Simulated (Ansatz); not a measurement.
ZrCl3, SMILES [Cl][Zr]([Cl])[Cl] (connectivity only; charge and spin as stated), neutral, multiplicity 2.

Coordinates come from a r2SCAN-D4/def2-SVP optimisation. The multiplicity is an assumed one; other spin states were not compared. The isomer is the one that the SMILES or the coordinates give; other isomers of the formula were not compared. The def2 effective core potentials stand for the cores of Zr; spin–orbit coupling is left out.

Two levels are set side by side: PBE/def2-SVPD (Ansatz, a program for electronic structure) and CAM-B3LYP/def2-SVPD (Ansatz). Energy differences of separate SCF runs at the same geometry; the states with an electron removed or added have multiplicity 1 and 1. Differences are taken from unrounded values.

```csv
quantity,CAM-B3LYP
vertical ionisation energy (eV),8.37
vertical electron affinity (eV),1.30
```

What does PBE give, and how far is it from CAM-B3LYP? (The exact figures need the calculation; the answer reports its results.)


```json
[
 {"quantity": "vertical ionisation energy (eV)", "PBE": "7.90", "PBE minus CAM-B3LYP": "-0.48"},
 {"quantity": "vertical electron affinity (eV)", "PBE": "1.22", "PBE minus CAM-B3LYP": "-0.08"}
]
```
